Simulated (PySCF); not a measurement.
Property card for SiMe3(NHMe), `CN[Si](C)(C)C`

SiMe3(NHMe), C4H13NSi.
Bonds: Si1–C2, Si1–C6, Si1–C10, Si1–N14, N14–C15. Hydrogens: H3, H4, H5 on C2; H7, H8, H9 on C6; H11, H12, H13 on C10; H16 on N14; H17, H18, H19 on C15.

**PBE0-D3(BJ)/def2-SVP geometry optimisation, gas phase (PySCF)**

```yaml
Rotational_constants_A_B_C: 3.044, 1.938, 1.905 GHz
```

From CAM-B3LYP/def2-SVPD ground state and vertical TDDFT (core frozen in the response) (PySCF):

```yaml
Dipole_moment: 0.51 D
HOMO_energy: -7.76 eV
LUMO_energy: 1.12 eV
HOMO–LUMO_gap: 8.88 eV
Lowest_singlet_excitation: 5.86 eV (211 nm, f = 0.008)
Strongest_line_among_the_10_lowest_singlet_transitions: S6 at 8.07 eV (154 nm, f = 0.056)
Lowest_triplet_excitation_Tamm–Dancoff: 5.66 eV
Static_isotropic_polarisability: 83.8 au
Electronic_spatial_extent_⟨r²⟩_about_the_centre_of_nuclear_charge: 891 bohr²
```

B3LYP/pcSseg-1 ground state and GIAO shieldings, non-relativistic (PySCF):

```yaml
13C_chemical_shifts_computed_TMS_as_zero_by_class: 30.4 (C15), -1.0 (C2/C6/C10) ppm
1H_chemical_shifts_computed_TMS_as_zero_by_class: 2.59 (H17/H18/H19), -0.01 (H3/H4/H5/H7/H8/H9/H11/H12/H13), -0.55 (H16) ppm
Isotropic_shieldings_of_nuclei_other_than_C_and_H_by_class: 235 (N14), 336 (Si1) ppm
```

**delta-SCF UKS SCAN, pcX-2 on the ionised atom, pcseg-1 elsewhere, spin-free X2C; 2p3/2 from a spin–orbit splitting computed afterwards within the 2p shell (PySCF)**

```yaml
Core_binding_energies: Si2p3/2 105.9 (Si1), C1s 289.7 (C2/C6/C10), C1s 291.4 (C15), N1s 403.9 (N14), Si1s 1845.8 (Si1) eV
```

Monoisotopic mass from the formula: 103.0817 u.

The polarisability is 12.42 Å³ as a volume (1 au = 0.148185 Å³), or 1.45 au for each of the 58 electrons. The principal polarisabilities are 81.1, 81.7 and 88.6 au; their mean is the isotropic value. S1 lies 3.02 eV below the HOMO–LUMO gap; its leading configuration is HOMO→LUMO, weight 0.75. No computed singlet falls in the visible range (750 to 380 nm, 1.65 to 3.26 eV); S1 lies 2.60 eV above its blue end. The largest Löwdin shares of the HOMO are 0.56 on N14, 0.11 on C15, 0.07 on C6 and 0.07 on Si1.

 NMR classes are plain means over equivalent atoms (diastereotopic ones count apart unless rotation or inversion swaps them), as if these changed places fast; in this geometry the members of some classes differ.
